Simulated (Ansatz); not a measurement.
Si₂B₈, relaxed as a quintet with UKS PBE-D4/def2-SVP in Ansatz, starting from the PBE-D4/def2-SVP geometry of the neutral singlet. Force threshold 0.03 eV/Å.

The relaxation made no stability test and no search for a lower SCF solution. At PBE-D4/def2-SVP a singlet of charge 0 lies 2.26 eV below the quintet, each at its own geometry. The structure comes from a short search, and lower isomers may exist.

Start:

```xyz
10

B     0.888   -2.275   -0.237
B    -0.278    0.794    0.068
B    -1.299   -0.447    0.600
B     1.475    0.508   -0.682
B    -0.566    2.386    0.088
B     1.768   -1.067   -0.705
B     0.824    1.959   -0.493
B     0.223   -0.812   -0.044
Si   -2.097    1.336    0.832
Si   -0.938   -2.381    0.572
```

```json
{"step": "1", "energy (eV)": "-21132.5575", "largest force component (eV/Å)": "1.352", "SCF passes": "30"}
{"step": "2", "energy (eV)": "-21132.7144", "largest force component (eV/Å)": "0.980", "SCF passes": "30"}
{"step": "3", "energy (eV)": "-21132.8178", "largest force component (eV/Å)": "0.165", "SCF passes": "35"}
{"step": "4", "energy (eV)": "-21132.8219", "largest force component (eV/Å)": "0.069", "SCF passes": "38"}
{"step": "5", "energy (eV)": "-21132.8240", "largest force component (eV/Å)": "0.223", "SCF passes": "39"}
{"step": "6 (rejected)", "energy (eV)": "-21132.0867", "largest force component (eV/Å)": "2.589", "SCF passes": "37"}
{"step": "7", "energy (eV)": "-21132.8737", "largest force component (eV/Å)": "1.304", "SCF passes": "43"}
{"step": "8", "energy (eV)": "-21132.8974", "largest force component (eV/Å)": "0.787", "SCF passes": "34"}
{"step": "9", "energy (eV)": "-21132.9497", "largest force component (eV/Å)": "0.486", "SCF passes": "33"}
{"step": "10 (rejected)", "energy (eV)": "-21132.9198", "largest force component (eV/Å)": "0.749", "SCF passes": "33"}
{"step": "11", "energy (eV)": "-21132.9665", "largest force component (eV/Å)": "0.218", "SCF passes": "34"}
{"step": "12", "energy (eV)": "-21132.9713", "largest force component (eV/Å)": "0.068", "SCF passes": "33"}
{"step": "13", "energy (eV)": "-21132.9723", "largest force component (eV/Å)": "0.048", "SCF passes": "30"}
{"step": "14", "energy (eV)": "-21132.9727", "largest force component (eV/Å)": "0.028", "SCF passes": "29"}
```

Force components are those of the run's own axes.

End:

```
atom    x (Å)    y (Å)    z (Å)
  B1   0.9320  -2.3605  -0.2517
  B2  -0.2481   0.7792   0.0605
  B3  -1.2876  -0.4508   0.5985
  B4   1.3411   0.4628  -0.6194
  B5  -0.5962   2.4685   0.0955
  B6   1.7829  -1.1231  -0.7104
  B7   0.7962   1.9982  -0.4854
  B8   0.2362  -0.7970  -0.0475
 Si9  -2.1015   1.4971   0.8202
Si10  -0.8549  -2.4745   0.5397
```

By distances, no bond broke or formed. The bond that changes most is B2–B4, from 1.93 to 1.76 Å (atoms count from 1).

No frequencies were taken in this run, so the end may be a saddle point.

Hardware: 4 threads of Arm Neoverse V1 on a shared host. Wall time 39 s.
